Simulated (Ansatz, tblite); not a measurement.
Cost and result up the ladder for Cd6CuTe6Cl2 (15 atoms). Charge 0, multiplicity 2. Geometry: PBE-D4/def2-SVP.

```tsv
atom	x (Å)	y (Å)	z (Å)
Cd1	0.075	3.467	-1.043
Cd2	0.834	-2.395	2.821
Cd3	0.586	0.421	1.391
Cu4	-2.053	0.008	0.146
Cd5	-1.470	0.644	-2.496
Cd6	-0.605	-2.429	-0.377
Cd7	1.911	1.068	-2.047
Te8	-1.815	-1.241	2.435
Te9	-1.379	2.395	1.000
Te10	0.126	2.488	-3.723
Te11	-0.110	-4.521	1.434
Te12	2.023	-1.171	-0.522
Te13	-2.856	-1.548	-1.822
Cl14	2.101	-0.365	3.484
Cl15	2.633	3.178	-0.681
```

Ansatz on 2 threads of AMD EPYC 7R13 on a shared host and a share (18 GiB) of an NVIDIA H100 80GB HBM3; xTB runs through tblite on one thread. Times are rough, summed over both states, and most runs start from the orbitals of an earlier one. No level here is sound enough to serve as a yardstick. The other state is a singlet.

In the def2 sets Cd, Te take a core potential; there is no spin–orbit coupling. The xTB rows come from tblite. Single mean-field runs in def2-TZVP are fitted with def2-universal-jkfit. No other spin state of charge 0 was run.

Run but left out: r2SCAN0-D4/def2-TZVP (charge +1 singlet: restricted singlet with a triplet 0.10 eV lower at the same geometry).

Raw xTB energies of ions are shifted by several eV, and xTB has no spin-polarisation term.

```tsv
level	functions	wall time	vertical IE (eV)	remarks
GFN1-xTB	105	0.11 s	10.66	–
GFN2-xTB	105	0.28 s	11.33	–
PBE-D4/def2-TZVP	659	17 s	6.84	restricted singlet, untested (+1 singlet)
PBE0-D4/def2-TZVP (with forces)	659	32 s	7.15	restricted singlet, untested (+1 singlet)
```
